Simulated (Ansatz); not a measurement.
Species: P2H3, charge 0, doublet. P2H3 (SMILES P[PH], doublet).
B3LYP-D3(BJ)/def2-TZVP minimum from Ansatz (a quantum-chemistry and plane-wave program):
```xyz
5

P      0.9614    -0.4387     0.4296
P     -0.8856     0.3194    -0.4691
H      1.6950     0.7069     0.0100
H     -1.0442     1.5226     0.2657
H     -1.7869    -0.4398     0.3160
```
Charge 0, spin multiplicity 2.

Total energies in hartree (Ansatz). Open shells are spin-unrestricted; no spin-orbit coupling. Cores are frozen in correlated methods. No relativity. Where a partner has so few electrons that a lower coupled-cluster level is exact, that level stands in.

```tsv
species	HF/cc-pV(T+d)Z	CCSD(T)/cc-pV(T+d)Z	HF/cc-pV(Q+d)Z	CCSD(T)/cc-pV(Q+d)Z	CCSDT(Q)/cc-pV(T+d)Z
1: P2H3 (SMILES [PH]P, doublet)	-683.23322	-683.57829	-683.23984	-683.60509	-683.58076
2: P (quartet)	-340.71631	-340.82157	-340.71872	-340.82830	-340.82249
3: H (doublet)	-0.49981	-0.49981	-0.49995	-0.49995	-0.49981
```

Q: Work out the atomisation energy (electronic, to ground-state atoms) in kcal/mol: take Hartree-Fock from cc-pV(Q+d)Z, extrapolate the CCSD(T) correlation energy as X^-3 (X = 3, 4), and add CCSDT(Q) - CCSD(T) in cc-pV(T+d)Z. 1 hartree = 627.51 kcal/mol.

A: 
Species 1: correlation (64·(-0.36525) - 27·(-0.34507))/37 = -0.37998; step -0.00247; E1 = -683.23984 + (-0.37998) + (-0.00247) = -683.62229
Species 2: correlation (64·(-0.10958) - 27·(-0.10526))/37 = -0.11273; step -0.00092; E2 = -340.71872 + (-0.11273) + (-0.00092) = -340.83237
Species 3: correlation (64·(0.00000) - 27·(0.00000))/37 = 0.00000; step +0.00000; E3 = -0.49995 + (0.00000) + (+0.00000) = -0.49995
-1·E1 +2·E2 +3·E3 = 0.45770 hartree = 287.2 kcal/mol.
